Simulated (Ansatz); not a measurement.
VSCl₃: single points at one geometry.

```yaml
crystal:
  periodic: [false, false, false]
  atoms:
    - {symbol: V, position_ang: [0.000034, -0.000045, 0.006001]}
    - {symbol: S, position_ang: [0.009855, -0.014817, 1.972661]}
    - {symbol: Cl, position_ang: [2.008876, 0.009763, -0.669598]}
    - {symbol: Cl, position_ang: [-1.013481, 1.745122, -0.641425]}
    - {symbol: Cl, position_ang: [-1.005284, -1.740023, -0.667640]}
basis:
  gaussian: {orbitals: def2-TZVP, initial_orbitals: start.molden}
magnetization: {spin_polarized: true, initial_magnetization: 2}
hamiltonian: {xc: r2scan, dispersion: d4}
scf: {omitted_lower_state_checks: [starts]}
output: {orbitals: {seedname: orbitals}}
```

The file start.molden holds the orbitals of an earlier run on this structure, at another level or in another basis.

```sh
$ ansatz run in.yaml --threads 4 --pin off --events-out ev --progress --plain --max-ram 3916MiB
```

Output, abridged:

```
Functional definition: r2SCAN
1463 factors; their error is unknown
mean field evaluation 1: about -74092.6022 eV, gradient 8.8e0 eV
mean field evaluation 2: about -74092.7024 eV, gradient 1.8e-1 eV
mean field evaluation 4: about -74092.6909 eV, gradient 7.0e-3 eV
mean field evaluation 8: about -74092.6909 eV, gradient 2.0e-5 eV
mean field -74092.69088106 eV, -2722.8561680494 hartree, gradient 4.6e-6 eV, S^2 2.012833; 0 other end points of the search recorded, 0 dependent functions left out
reference -74092.69089402 eV, -2722.8561685254 hartree; 46, 44 occupied and 147, 149 virtual orbitals, 1463 factors
Total energy: -74092.74502761 eV, -2722.8581578982 hartree
Checks for a lower state left out: starts
```

Run time 31 s (4 threads of Arm Neoverse V2 on a shared host), peak host memory 0.7 GiB.

The first input with `hamiltonian: {xc: pbe, dispersion: d4}` (abridged; 22 s):

```
Functional definition: PBE
mean field evaluation 16: about -74070.7287 eV, gradient 6.5e-4 eV
mean field -74070.72873177 eV, -2722.0490739493 hartree, gradient 5.2e-6 eV, S^2 2.006174
Total energy: -74070.97424272 eV, -2722.0580963103 hartree
Checks for a lower state left out: starts
```

As the first input, with `gaussian: {orbitals: def2-TZVP}`, `hamiltonian: {xc: pbe0, dispersion: d4}` (abridged; 34 s):

```
Functional definition: PBE0
mean field evaluation 16: about -74073.8799 eV, gradient 5.3e-3 eV
mean field evaluation 32: about -74073.9868 eV, gradient 1.1e0 eV
mean field -74073.99495395 eV, -2722.1691054006 hartree, gradient 6.3e-6 eV, S^2 2.011134
Total energy: -74074.20805553 eV, -2722.1769367390 hartree
Checks for a lower state left out: starts
```

Geometry: PBE0-D4/def2-SVP, that of the neutral singlet.

At PBE0-D4/def2-TZVP a singlet of charge 0 lies 1.72 eV below the triplet at the same geometry. That singlet is doubtful there (restricted singlet, unstable towards broken spin symmetry at other levels and untested here).
